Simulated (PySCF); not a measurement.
# Name the molecule from its bond curve

A diatomic of charge +1 contains Sn. Its quartet curve at PBE0 in a double-zeta basis (scalar-relativistic core potentials, PySCF), in eV from the separated fragments:

R (Å), E (eV) and a bar:
```
    1.833     -1.800 ###########################
    1.919     -2.327 ############
    2.004     -2.614 ####
    2.068     -2.714 #
    2.132     -2.740 
    2.196     -2.709 #
    2.281     -2.604 ####
    2.388     -2.403 ##########
    2.516     -2.106 ##################
    2.686     -1.678 ##############################
```

The fit gives ωe = 593 cm⁻¹ and the rotational constant Bₑ = 0.3418 cm⁻¹.

Q: Which atom is the partner?

A: The minimum lies at 2.126 Å, so the reduced mass is 16.8576 u Å² cm⁻¹/(Bₑ·Re²) = 10.91 u. With Sn at 119.90 u the partner weighs about 12.0 u: C. The molecule is SnC⁺.

Spin–orbit coupling is left out. The state was picked by a PBE0 search and need not be the measured ground state.
